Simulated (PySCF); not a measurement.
glyoxal (C2H2O2), singlet, geometry from GFN2-xTB; PySCF with B3LYP/def2-SVP.

PySCF was given this input:
```python
from pyscf import gto, scf, dft

mol = gto.Mole()
mol.atom = '''
    C     0.020264    0.758340    0.007480
    C    -0.020264   -0.758340   -0.007480
    O     1.039602    1.385374    0.031588
    H    -0.979080    1.228412   -0.005972
    O    -1.039602   -1.385374   -0.031588
    H     0.979080   -1.228412    0.005972
'''
mol.basis = 'def2-svp'
mol.charge = 0
mol.spin = 0
mol.verbose = 4
mol.build()

mf = dft.RKS(mol)
mf.xc = 'b3lyp'
mf.kernel()
```

What does PySCF print? Leave out banner, timings and long lists.


```
PySCF version 2.14.0

[INPUT] verbose = 4
[INPUT] num. atoms = 6
[INPUT] num. electrons = 30
[INPUT] charge = 0
[INPUT] spin (= nelec alpha-beta = 2S) = 0
[INPUT] symmetry False subgroup None
[INPUT] Mole.unit = angstrom
[INPUT] Symbol           X                Y                Z      unit          X                Y                Z       unit  Magmom
[INPUT]  1 C      0.020264000000   0.758340000000   0.007480000000 AA    0.038293410188   1.433054909303   0.014135151412 Bohr   0.0
[INPUT]  2 C     -0.020264000000  -0.758340000000  -0.007480000000 AA   -0.038293410188  -1.433054909303  -0.014135151412 Bohr   0.0
[INPUT]  3 O      1.039602000000   1.385374000000   0.031588000000 AA    1.964563058550   2.617977440093   0.059692668823 Bohr   0.0
[INPUT]  4 H     -0.979080000000   1.228412000000  -0.005972000000 AA   -1.850193054039   2.321362248129  -0.011285444416 Bohr   0.0
[INPUT]  5 O     -1.039602000000  -1.385374000000  -0.031588000000 AA   -1.964563058550  -2.617977440093  -0.059692668823 Bohr   0.0
[INPUT]  6 H      0.979080000000  -1.228412000000   0.005972000000 AA    1.850193054039  -2.321362248129   0.011285444416 Bohr   0.0

nuclear repulsion = 102.226827694135
number of shells = 30
number of NR pGTOs = 110
number of NR cGTOs = 66
basis = def2-svp
ecp = {}

******** <class 'pyscf.dft.rks.RKS'> ********
method = RKS
initial guess = minao
damping factor = 0
level_shift factor = 0
DIIS = <class 'pyscf.scf.diis.CDIIS'>
diis_start_cycle = 1
diis_space = 8
diis_damp = 0
SCF conv_tol = 1e-09
SCF conv_tol_grad = None
SCF max_cycles = 50
direct_scf = True
direct_scf_tol = 1e-13
XC library pyscf.dft.libxc version 7.1.2
    S. Lehtola, C. Steigemann, M. J. T. Oliveira, and M. A. L. Marques,  SoftwareX 7, 1–5 (2018)
XC functionals = b3lyp
    P. J. Stephens, F. J. Devlin, C. F. Chabalowski, and M. J. Frisch,  J. Phys. Chem. 98, 11623 (1994)
radial grids:
    Treutler-Ahlrichs [JCP 102, 346 (1995); DOI:10.1063/1.469408] (M4) radial grids

becke partition: Becke, JCP 88, 2547 (1988); DOI:10.1063/1.454033
pruning grids: <function nwchem_prune>
grids dens level: 3
symmetrized grids: False
atomic radii adjust function: <function treutler_atomic_radii_adjust>
small_rho_cutoff = 0
Set gradient conv threshold to 3.16228e-05
Initial guess from minao.
tot grids = 76016
init E= -228.129390456129
  HOMO = -0.304345870628898  LUMO = -0.181665086754317  gap/eV = 3.33831
cycle= 1 E= -227.424119456719  delta_E= 0.705  |g|= 1.05  |ddm|= 2.74
  HOMO = -0.159696055928095  LUMO = -0.046375821134041  gap/eV = 3.08360
cycle= 2 E= -226.442153832942  delta_E= 0.982  |g|= 2.47  |ddm|= 3.04
  HOMO = -0.257624733751825  LUMO = -0.107231349756284  gap/eV = 4.09241
cycle= 3 E= -227.647460378864  delta_E= -1.21  |g|= 0.0821  |ddm|= 2.25
  HOMO = -0.278665367662169  LUMO = -0.126560294008986  gap/eV = 4.13899
cycle= 4 E= -227.648471896193  delta_E= -0.00101  |g|= 0.0486  |ddm|= 0.153
  HOMO = -0.271974350254113  LUMO = -0.117818473653664  gap/eV = 4.19480
cycle= 5 E= -227.649051700385  delta_E= -0.00058  |g|= 0.00787  |ddm|= 0.0504
  HOMO = -0.272352207182374  LUMO = -0.117978216438742  gap/eV = 4.20073
cycle= 6 E= -227.649063320502  delta_E= -1.16e-05  |g|= 0.00151  |ddm|= 0.00683
  HOMO = -0.272451915847328  LUMO = -0.118024035982919  gap/eV = 4.20220
cycle= 7 E= -227.649063760718  delta_E= -4.4e-07  |g|= 6.86e-05  |ddm|= 0.00188
  HOMO = -0.272454698229328  LUMO = -0.118022614801806  gap/eV = 4.20231
cycle= 8 E= -227.6490637617  delta_E= -9.82e-10  |g|= 1.28e-05  |ddm|= 7.67e-05
  HOMO = -0.272454569826161  LUMO = -0.118021842204477  gap/eV = 4.20233
Extra cycle  E= -227.64906376163  delta_E= 6.99e-11  |g|= 2.27e-05  |ddm|= 2.9e-05
converged SCF energy = -227.64906376163
```
